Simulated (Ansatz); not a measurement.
Stretching the Ge1–Br2 bond in BrGeH3 (SMILES [GeH3][Br]) (multiplicity 1 held, fragments rigid). Energies count from the point at 2.332 Å.
Geometry at that point (charge 0, multiplicity 1):
```xyz
5

Ge    -1.146     0.047     0.005
Br     1.184    -0.048    -0.005
H     -1.540     1.484    -0.354
H     -1.607    -0.332     1.416
H     -1.642    -0.956    -1.043
```

Signs of static correlation in cc-pVDZ, with CASSCF(6,4), from Ansatz (a program for electronic structure) runs.

```tsv
R (Å)	T1 of restricted CCSD	⟨S²⟩ of UHF	largest double amplitude of restricted CCSD	weight of the CASSCF reference in MRCISD	CASSCF natural occupations
1.865	0.007	0.000	0.023	0.908	2.00 2.00 1.99 0.01
2.099	0.008	0.000	0.027	0.906	2.00 2.00 1.99 0.01
2.332	0.009	0.000	0.048	0.905	2.00 2.00 1.98 0.02
2.565	0.011	0.000	0.076	0.905	2.00 2.00 1.97 0.03
2.798	0.014	0.000	0.106	0.905	2.00 2.00 1.95 0.06
3.148	0.022	0.261	(withheld)	0.904	2.00 2.00 1.89 0.11
3.498	0.037	0.722	0.228	0.904	2.00 2.00 1.79 0.21
4.081	0.076	0.953	0.413	0.905	2.00 2.00 1.49 0.51
4.664	0.122	0.999	0.688	0.905	2.00 2.00 1.23 0.77
5.363	0.159	1.008	(withheld)	0.905	2.00 2.00 1.08 0.92
6.296	0.172	1.010	1.124	0.905	2.00 2.00 1.02 0.98
7.462	0.167	1.010	1.141	0.905	2.00 2.00 1.00 1.00
```

Question: Some entries are withheld; supply them.

Answer: 
- 3.148, largest double amplitude of restricted CCSD: 0.159
- 5.363, largest double amplitude of restricted CCSD: 0.970

Doubts at one or more of the structures used: active orbitals that take no part (SC-NEVPT2 on CASSCF(6,4)/cc-pVDZ); a restricted determinant that unrestricted orbitals would lower (R-CCSD(T)/cc-pVDZ); other coupled-cluster roots lie near (R-CCSD(T)/cc-pVDZ); T1 above 0.05 (R-CCSD(T)/cc-pVDZ, U-CCSD(T)/cc-pVDZ); a spin-contaminated determinant (U-CCSD(T)/cc-pVDZ).
